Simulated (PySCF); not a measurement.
**EPR parameters of CH7O2Si2**

CH7O2Si2 (doublet state).
Structure used (GFN2-xTB), in Å, numbered top down from 1:
```xyz
12
CH7O2Si2 angstrom
O      2.036    1.169   -0.681
C      1.967    0.562    0.528
Si     0.467   -0.354    1.098
O     -0.505   -0.150   -0.205
Si    -1.861   -0.320   -1.067
H      1.195    1.024   -1.137
H      2.880    0.688    1.088
H     -0.218    0.238    2.251
H      0.654   -1.797    1.279
H     -1.562    0.401   -2.304
H     -2.090   -1.745   -1.294
H     -2.961    0.284   -0.320
```

The hyperfine couplings belong to this conformer and change with its torsions.

The species is `O[CH][SiH2]O[SiH3]` [radical].

The calculation used UKS B3LYP, pcH-1 on C H O Si, non-relativistic, mean-field spin-orbit, GIAO in PySCF 2.14.0. One conformer (not necessarily the lowest) at the GFN2-xTB geometry, without solvent, vibrations or thermal averaging. The geometry wasn't refined by DFT: couplings that depend on bond lengths, twists or pyramidal angles can differ widely from those at the functional's own minimum. The SCF solution wasn't tested for stability.

| Quantity | Value |
| --- | --- |
| g1, g2, g3 | 2.00219, 2.00339, 2.00496 |
| g_iso | 2.00351 |
| Form of g | rhombic: the two nearest values differ by 43 % of g3 − g1 |
| ⟨S²⟩ | 0.7533 (exact 0.7500) |
| α and β electrons | 29, 28 |
| HOMO–LUMO gap, α and β orbitals | 4.40, 7.07 eV |
| Total energy | -771.80277 Eh |

Hyperfine couplings atom by atom, in MHz; T1 to T3 are the principal values of the dipolar part; ρ(0) is the spin density at the nucleus:

```tsv
atom	isotope	a_iso	of which spin–orbit	T1	T2	T3	Mulliken spin population	ρ(0) (bohr⁻³)
O1	17O	-24.3	0.1	-80.4	39.3	41.2	0.16	0.0402
C2	13C	68.6	0.0	-68.7	-67.3	136.0	0.84	0.0610
Si3	29Si	46.8	0.0	-2.4	-1.0	3.4	-0.01	-0.0527
O4	17O	1.6	0.0	-0.4	-0.2	0.6	0.00	-0.0026
Si5	29Si	0.9	0.0	-0.3	0.1	0.2	0.00	-0.0010
H6	1H	-15.4	0.0	-15.2	-10.4	25.6	-0.01	-0.0035
H7	1H	-52.9	0.0	-32.4	-0.8	33.2	-0.04	-0.0118
H8	1H	47.7	0.0	-3.3	-1.9	5.2	0.02	0.0107
H9	1H	47.8	0.0	-3.3	-1.9	5.2	0.02	0.0107
H10	1H	0.0	0.0	-0.8	-0.8	1.6	0.00	0.0000
H11	1H	0.4	0.0	-0.6	-0.6	1.2	0.00	0.0001
H12	1H	0.4	0.0	-0.6	-0.6	1.2	0.00	0.0001
```

The Mulliken spin populations are largest on C2 (+0.84) and O1 (+0.16). The angles at C2 add up to 360.0°, so it is planar; its axial dipolar tensor and the negative coupling of its proton fit spin in a p orbital normal to that plane.

Axes: g3 points within 1° of the C2–H7 bond.

Under fast tumbling the dipolar parts average out, and these isotropic splittings remain: 1 × 1H (H7, I = 1/2, 2 lines) with 1.89 mT, 2 × 1H (H8/H9, I = 1/2, 3 lines) with 1.70 mT and 1 × 1H (H6, I = 1/2, 2 lines) with 0.55 mT.

Means are taken over nuclei equivalent by connectivity, which assumes that they swap fast.

The 29Si coupling of Si3 (46.8 MHz) shows only in satellite lines or after enrichment, since that isotope makes up about 4.7 % of natural silicon.

The 13C coupling of C2 (68.6 MHz) shows only in satellite lines or after enrichment, since that isotope makes up about 1.07 % of natural carbon.
